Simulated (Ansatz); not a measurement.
Geometry optimisation, UKS B3LYP-D4/def2-mTZVP (Ansatz 0.2.0).

The input (input.yaml):

```yaml
crystal:
  periodic: [false, false, false]
  atoms:
    - { symbol: Si, position_ang: [-0.514307, 0.086445, 0.348138] }
    - { symbol: Br, position_ang: [0.819829, 1.071524, 1.908664] }
    - { symbol: "N", position_ang: [0.609969, -0.2715, -0.836471] }
    - { symbol: H, position_ang: [1.566682, -0.078546, -0.560768] }
    - { symbol: F, position_ang: [-1.688092, 1.053482, -0.118466] }
    - { symbol: F, position_ang: [-1.281958, -1.151639, 0.993923] }
    - { symbol: H, position_ang: [0.487877, -0.709567, -1.73502] }
magnetization:
  spin_polarized: true
basis:
  gaussian: { orbitals: def2-mTZVP }
hamiltonian:
  xc: b3lyp
  dispersion: d4
relax:
  f_tol: 0.03
  max_steps: 50
```

Run as:

```bash
$ ansatz run input.yaml --threads 4 --pin off --max-ram 5120MiB --backend cpu --events-out ev --progress --plain --runs-dir out
```

Where does it end, and by what steps?

The run converged. The force dipped under the threshold on the way, but the program's further checks kept it going. After 13 steps the energy has fallen by 0.128 eV; H4 moved furthest, 0.39 Å.

| step | energy less start (eV) | largest force component (eV/Å) | accepted |
| --- | --- | --- | --- |
| 0 | 0.0000 | 0.716 | yes |
| 1 | -0.0749 | 0.523 | yes |
| 2 | -0.0918 | 0.340 | yes |
| 3 | -0.1136 | 0.236 | yes |
| 4 | -0.1180 | 0.172 | yes |
| 5 | -0.1224 | 0.063 | yes |
| 6 | -0.1234 | 0.246 | yes |
| 7 | -0.1263 | 0.054 | yes |
| 8 | -0.0844 | 1.464 | no |
| 9 | -0.1273 | 0.012 | yes |
| 10 | -0.1265 | 0.242 | no |
| 11 | -0.1275 | 0.040 | yes |
| 12 | -0.1276 | 0.031 | yes |
| 13 | -0.1276 | 0.008 | yes |

```xyz
7
Properties=species:S:1:pos:R:3
Si -0.433 0.116 0.400
Br 0.591 1.191 2.034
N 0.652 -0.216 -0.845
H 1.619 -0.449 -0.679
F -1.639 0.974 -0.190
F -1.133 -1.159 1.059
H 0.344 -0.456 -1.777
```

Whether the end is a true minimum wasn't checked by a vibrational analysis.

Time of the run: 76 s on 4 threads of Arm Neoverse N1, with other jobs on the host, peak memory 0.44 GiB.
